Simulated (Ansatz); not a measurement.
C3H9InO can be A, `CC[O][InH][CH3]`, or B, `CC(C)[O][InH2]`.

Gas-phase electronic energies from Ansatz, PBE0-D4/def2-TZVP geometries. CCSD(T)/CBS adds triple-zeta CCSD(T) − MP2 to the extrapolated MP2 energy (def2 sets, frozen cores). DFT in def2-TZVPP. B3LYP here is the variant with VWN-RPA as its local correlation; programs differ in this. def2 core potentials past Kr. For In outer-core shells are correlated without core-valence functions, which leaves a few kJ/mol of doubt a bond. One conformer a species, not always the lowest.

A:

```xyz
14

C     0.992    1.350    0.999
C    -0.300    0.638    1.350
O    -0.156   -0.752    1.361
In   -0.196   -1.865   -0.300
C    -0.628   -0.745   -2.074
H     1.788    1.046    1.683
H     0.876    2.436    1.060
H     1.308    1.103   -0.020
H    -0.625    0.955    2.351
H    -1.090    0.969    0.654
H     0.113   -3.498    0.089
H    -1.112    0.195   -1.809
H    -1.274   -1.310   -2.746
H     0.303   -0.522   -2.598
```

B:

```xyz
14

C    -0.942    0.706   -1.178
C    -0.314   -0.078   -0.039
C    -0.520   -1.572   -0.211
O     1.065    0.197    0.009
In    1.972    1.037    1.564
H    -0.801    1.780   -1.029
H    -0.467    0.431   -2.124
H    -2.014    0.507   -1.254
H    -0.809    0.229    0.899
H    -0.079   -2.119    0.625
H    -0.036   -1.910   -1.131
H    -1.583   -1.823   -0.264
H     0.885    1.387    2.841
H     3.642    1.228    1.292
```

Problem. Which isomer does CCSD(T)/CBS put lower? Give the gap. (An estimate is asked.)

Solution. The calculation gave: A, by 13.2 kJ/mol.

Problem. Give E(B) − E(A) in kJ/mol with PBE0-D4, PBE-D4, CCSD(T)/def2-SVP, B3LYP-D4, HF/def2-TZVPP, ωB97M-V, B3LYP. (Estimate.)

Solution. Computed: PBE0-D4 10.1, PBE-D4 12.2, CCSD(T)/def2-SVP -4.0, B3LYP-D4 11.3, HF/def2-TZVPP 4.4, ωB97M-V 9.3, B3LYP 13.3. The order is the other way round with CCSD(T)/def2-SVP.

Problem. Does the order hold for the free energy at 298.15 K (harmonic terms from PBE0-D4)? (Estimate.)

Solution. Computed: Yes: G(B) − G(A) = +11.6 kJ/mol, for one conformer each. Modes under 60 cm⁻¹, often nearly free rotors, make the harmonic entropy too high.

Largest T1 diagnostic: 0.016.

Leaving LDA and LC-ωPBE aside and taking each functional with its dispersion term where it has one, the values, not all of them listed here, spread over 13.7 kJ/mol, from B97M-V to B2PLYP. LDA lies −11.5 kJ/mol from PBE without D4. From BLYP to BHLYP (50 % exact exchange), in def2-TZVPP and without D4, E(B) − E(A) moves by −7.0 kJ/mol.
